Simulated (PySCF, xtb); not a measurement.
C2H7NSi2, SMILES C(C[SiH2][SiH3])#N. Other conformers were not sampled.

Harmonic wavenumbers (cm⁻¹) from GFN2-xTB (xtb) at its own minimum, in rising order: 22, 47, 104, 163, 352, 378, 429, 459, 463, 484, 577, 643, 708, 749, 782, 805, 807, 819, 1021, 1077, 1166, 1418, 2191, 2212, 2229, 2242, 2275, 2395, 2970, 2979.

What does B3LYP-D3(BJ)/def2-SVP (PySCF 2.14.0) give at its own minimum? (The exact figures need the calculation; the answer reports its results.)

47, 88, 111, 176, 356, 383, 416, 467, 499, 561, 654, 676, 774, 831, 891, 933, 942, 947, 972, 1157, 1174, 1413, 2209, 2215, 2221, 2227, 2239, 2370, 3050, 3105. Paired by order, the mean absolute difference is 48 cm⁻¹ and the zero-point energies are 47.1 and 48.8 kcal/mol.
